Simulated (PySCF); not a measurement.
C3H9BO: full NMR table

| Quantity | Value |
| --- | --- |
| Formula | C3H9BO |
| SMILES | CBOCC |
| Point group of the computed structure | C1 |
| Carbon signals | 3 |
| Proton signals | 4 |

Atom-mapped SMILES (the numbers label the heavy atoms): `[CH3:1][BH:2][O:3][CH2:4][CH3:5]`; H(Xn) means a hydrogen on atom n.

[PySCF 2.14: couplings computed with B3LYP/pcJ-1 (spin–dipole term only in couplings to heteroatoms); PBE0-D3(BJ)/def2-SVP geometry; PBE0/pcSseg-1 with gauge-including orbitals; gas phase; a single conformation; rapidly exchanging positions averaged; non-relativistic]

Shifts are taken against calculated references (same method and geometry level): 1H (σ = 31.27 ppm), 13C (σ = 184.41 ppm) vs TMS; 11B (σ = 100.73 ppm) against BF3·OEt2; H2O for 17O (σ = 334.56 ppm).

| carbon | δC, type | δH (multiplicity, J in Hz) | HMBC from (abs. J ≥ 3 Hz) | span of the C tensor (ppm) |
| --- | --- | --- | --- | --- |
| C1 | 7.5, CH3 | 0.47 (s) | H(B2) | 35 |
| C4 | 71.5, CH2 | 4.07 (q, 7.9) | H(B2), H(C5) | 85 |
| C5 | 20.2, CH3 | 1.25 (t, 7.9) | – | 36 |

Other nuclei:
```csv
atoms,nucleus,environment,δ (ppm),σ (ppm)
H(B2),1H,"hydrogen on a boron bonded to C, O",5.27,26.00
B2,11B,"boron bonded to C, O, H",49.9,50.9
O3,17O,"oxygen bonded to C, B",226.2,108.3
```

Selected couplings (Hz, signed; the shortest-range and largest first, 30 at most; isotopes 13C, 1H, 11B): 1J(C4,H(C4)) 146.9, 1J(B2,H(B2)) 137.6, 1J(C5,H(C5)) 133.2, 1J(C1,H(C1)) 124.6, 1J(C1,B2) 63.5, 1J(C4,C5) 40.7, 2J(B2,H(C1)) -5.8, 3J(H(C4),H(C5)) 7.9, 3J(C1,C4) 5.1, 3J(B2,H(C4)) 4.7, 3J(H(C1),H(B2)) 3.3.

- δC 71.5: sp3 CH2 bonded to O; deshielded by the electronegative neighbour.
- δC 20.2: methyl carbon; saturated and bonded to C and H only.
- δC 7.5: methyl carbon bonded to B.
- δH 4.07: hydrogen on an sp3 CH2 bonded to O; its carbon carries O, which withdraws density.
- δH 0.47: hydrogen on a methyl carbon bonded to B.
- The protons at 4.07 and 1.25 share a coupling of 7.9 Hz (vicinal).
- The protons at 0.47 and 5.27 share a coupling of 3.3 Hz (vicinal).

Hydrogens on boron are broadened and split by 11B (spin 3/2, 80 %) and 10B (spin 3). A carbon bonded to boron is broadened by the quadrupolar boron nucleus and is often missing from a measured spectrum. Splittings below 1 Hz are ignored in the labels, and close J values are merged. Unscaled 3J(H,H) at this level run about 10 % above measured values. Shifts are as computed. Against solution values, carbons near 30 ppm lie about +2 ppm off and those near 130 ppm about +5 ppm. Of 1313 compounds with measured shifts, 239 miss one by over three times the rms of a fit or turn the order of signals round; such compounds aren't used in these exercises. Experimental scales use liquid or dissolved standards, which lie at an offset from isolated H2O (liquid H2O: subtract about 36 ppm).
